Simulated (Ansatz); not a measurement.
The cluster V₃O₃⁺, 6 atoms. Hardware: 4 threads of Intel Xeon on a shared host.

Correlated methods freeze 18 core orbitals; core or outer-core shells of V are correlated, in sets that lack core-valence functions.

(1) How many basis functions does each of these Ansatz runs have, and roughly what does it cost? CCSD(T)/def2-SVP, charge 1 singlet, energy, from earlier orbitals; PBE-D4/def2-SVP, charge 1 singlet, energy, from earlier orbitals; PBE0-D4/def2-SVP, charge 1 singlet, energy, from earlier orbitals; PBE0-D4/def2-TZVP, charge 1 singlet, energy, from earlier orbitals; PBE-D4/def2-TZVP, charge 1 singlet, energy and forces, from earlier orbitals; ωB97M-V/def2-TZVP, charge 1 singlet, energy, from earlier orbitals; PBE-D4/def2-SVP, charge 1 singlet, relaxation, 24 steps; r2SCAN-D4/def2-TZVP, charge 1 singlet, energy, from earlier orbitals; B3LYP-D4/def2-TZVP, charge 1 singlet, energy, from earlier orbitals; r2SCANh-D4/def2-TZVP, charge 1 singlet, energy, from earlier orbitals; MP2/def2-TZVP, charge 1 singlet, energy, from earlier orbitals.

## Answers

(1) Other jobs shared the machine, so times can vary by a factor of up to 3. A dash marks memory too small to be measured apart from the calling script's.

| run | functions | fitting or Cholesky vectors | wall time | peak host memory (GiB) |
| --- | --- | --- | --- | --- |
| PBE-D4/def2-SVP, charge 1 singlet, energy, from earlier orbitals | 135 | 1575 | 2.3 s | – |
| PBE-D4/def2-TZVP, charge 1 singlet, energy and forces, from earlier orbitals | 228 | 1755 | 4.3 s | – |
| PBE0-D4/def2-SVP, charge 1 singlet, energy, from earlier orbitals | 135 | 1430 | 4.8 s | – |
| r2SCAN-D4/def2-TZVP, charge 1 singlet, energy, from earlier orbitals | 228 | 1755 | 7 s | – |
| B3LYP-D4/def2-TZVP, charge 1 singlet, energy, from earlier orbitals | 228 | 1884 | 7.5 s | 0.97 |
| PBE0-D4/def2-TZVP, charge 1 singlet, energy, from earlier orbitals | 228 | 1974 | 9 s | 1 |
| r2SCANh-D4/def2-TZVP, charge 1 singlet, energy, from earlier orbitals | 228 | 1782 | 19 s | 1.2 |
| MP2/def2-TZVP, charge 1 singlet, energy, from earlier orbitals | 228 | 1799 | 54 s | 1.2 |
| ωB97M-V/def2-TZVP, charge 1 singlet, energy, from earlier orbitals | 228 | 1812 | 62 s | 1.6 |
| PBE-D4/def2-SVP, charge 1 singlet, relaxation, 24 steps | 135 | 1575 | 82 s | – |
| CCSD(T)/def2-SVP, charge 1 singlet, energy, from earlier orbitals | 135 | 1430 | 2.3 min | 1.1 |
